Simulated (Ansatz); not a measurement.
One change: `C[BH][GaH2]` becomes `CBP`.

Ansatz, PBE0-D4/def2-TZVP geometries, multiplicity 1. Each molecule was computed in one conformer, which needn't be the lowest.

Scalar relativity is left out up to krypton.

```csv
property,`C[BH][GaH2]`
size of the dipole moment (PBE/def2-TZVPP) / D,1.41
HOMO–LUMO gap (PBE/def2-TZVPP) / eV,3.44
LUMO energy (ωB97M-V/def2-TZVPP) / eV,0.17
HOMO energy (ωB97M-V/def2-TZVPP) / eV,-9.27
HOMO energy (PBE0/def2-TZVPP) / eV,-7.13
HOMO–LUMO gap (ωB97M-V/def2-TZVPP) / eV,9.44
```

Give the same properties after the change, and the shifts. (Best estimate.)

Computed: 
```tsv
property	`CBP`	shift
size of the dipole moment (PBE/def2-TZVPP) / D	0.89	-0.52
HOMO–LUMO gap (PBE/def2-TZVPP) / eV	3.99	0.55
LUMO energy (ωB97M-V/def2-TZVPP) / eV	0.68	0.51
HOMO energy (ωB97M-V/def2-TZVPP) / eV	-9.39	-0.12
HOMO energy (PBE0/def2-TZVPP) / eV	-7.27	-0.14
HOMO–LUMO gap (ωB97M-V/def2-TZVPP) / eV	10.07	0.63
```

With PBE0 the HOMO falls by 0.14 eV and the LUMO rises by 0.31 eV, so the gap widens by about 0.45 eV. PBE moves the HOMO by -0.21 eV and ωB97M-V by -0.12 eV. Dipoles are sizes alone; their direction can turn.
